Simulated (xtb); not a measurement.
CH₄BBr, SMILES BrBC. All values are semi-empirical tight-binding results from xtb (GFN2-xTB unless named), good for trends rather than for accurate numbers. Coordinates come from a GFN2-xTB optimisation.

Optimised geometry:

```xyz
7

B     -0.2932    -1.1226    -0.0627
H     -1.0256    -1.6627    -0.8029
Br    -0.0794     0.7192    -0.2542
C      0.5108    -1.9139     1.0266
H      0.9116    -1.2916     1.8252
H      1.3656    -2.4026     0.5516
H     -0.0718    -2.7170     1.4758
```
Charge 0, spin multiplicity 1.

```yaml
orbital_gap: 3.81 eV
zero_point_energy: 30.6 kcal/mol
G − E(el) at 298.15 K (modified RRHO): 12.9 kcal/mol
static polarisability (D4 model): 47.0 bohr³
solvation energy, GFN2-xTB/ALPB(water): -1.4 kcal/mol
solvation energy, GFN2-xTB/ALPB(dmso): -4.8 kcal/mol
```

Give the atomic charges and the Wiberg bond orders between heavy atoms. (The exact figures need the calculation; the answer reports its results.)

charges (e) B1 0.32, H2 -0.10, Br3 -0.19, C4 -0.19, H5 0.05, H6 0.06, H7 0.04. Bond orders B1–Br3 1.16, B1–C4 1.08.
